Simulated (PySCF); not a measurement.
Computed Raman spectrum (relative Raman activity) of a molecule H₆O₂Si₂. Geometry: PBE-D3(BJ)/def2-SVP. One conformer was computed; it need not be the lowest. These are PySCF with PBE-D3(BJ)/def2-SVP values and carry that method's errors. Frequencies are harmonic and unscaled.

Lines under 2 % of the strongest are left out, and lines within 2 cm⁻¹ are merged.

ν (cm⁻¹): 256 (vw), 589 (w), 622 (vw), 697 (w), 708 (w), 751 (w), 819 (vw), 877 (w), 902 (w), 910 (w), 917 (w), 937 (w), 973 (w), 2156 (s), 2166 (s), 2181 (s), 2188 (vs), 2205 (s), 3764 (s) (against the strongest line: vs over 80 %, s over 45 %, m over 15 %, w over 4 %, vw less)

Which molecule gave these data?
(A) O[SiH2]O[SiH3]
(B) O[SiH2][SiH2]O
(C) O[SiH](O)[SiH3]

A, O[SiH2]O[SiH3]
